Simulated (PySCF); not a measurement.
CH3ClGa, SMILES [Ga]([CH3])[Cl], multiplicity 2.

Coordinates come from a B3LYP-D3(BJ)/def2-TZVP optimisation. The multiplicity is an assumed one; other spin states were not compared. The isomer is the one that the SMILES or the coordinates give; other isomers of the formula were not compared.

Level of theory: PBE0/def2-TZVPD (PySCF).

The molecule is in vacuum.

| Property | Value |
|---|---|
| total energy | -2424.56810 hartree |
| point group | Cs |
| α spin, highest occupied and lowest empty level | -6.08 and -1.68 eV |
| β spin, highest occupied and lowest empty level | -8.53 and -3.03 eV |
| dipole moment | 2.82 D |
| quadrupole, principal values (traceless, Buckingham form, about the centre of nuclear charge) | -3.80, 0.01, 3.79 D·Å |
| mean static polarisability | 65.0 bohr³ (9.63 Å³) |
| polarisability, principal values | 52.0, 62.5, 80.4 bohr³ |
| ⟨S²⟩ | 0.755 (pure state 0.75) |
